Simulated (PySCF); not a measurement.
A GIAO shielding run with PySCF 2.14 (density fitting, non-relativistic, gas phase) on `InChI=1S/C4H4F4O2/c5-2(6)1-3(7)10-4(8)9-1/h1-4H/t1-,3-,4-/m0/s1`:

```
$ OMP_NUM_THREADS=1 python probes_run.py task.json out

{"job": {"kind": "nmr", "xc": "PBE0", "basis": "pcSseg-1"}, "charge": 0, "multiplicity": 1}
F      2.150532     0.957889    -1.231691
C      1.423488     0.794663    -0.109932
F      2.307220     0.622092     0.896023
C      0.554486    -0.467252    -0.243182
O     -0.386084    -0.341955    -1.294931
C     -1.599824    -0.092652    -0.717898
F     -1.739600     1.258247    -0.505296
O     -1.627641    -0.754882     0.487357
C     -0.342780    -0.697734     1.004556
F     -0.229744     0.342922     1.879696
H      0.843152     1.710631     0.070363
H      1.203443    -1.320375    -0.464757
H     -2.427357    -0.402536    -1.363017
H     -0.129969    -1.609532     1.570543
```

Hardware: 1 thread of an Arm Neoverse N1, shared host. The job also computes population analyses, field gradients, ring-centre shieldings.

Q: How large is the calculation?

A: 80 electrons, 190 basis functions and 986 auxiliary functions.

Q: How long does it take, and how much memory does it need?

A: 57 s of wall time, with 14 SCF cycles and 4 response iterations; peak memory 0.84 GiB. Times on a shared host scatter by some tens of per cent.
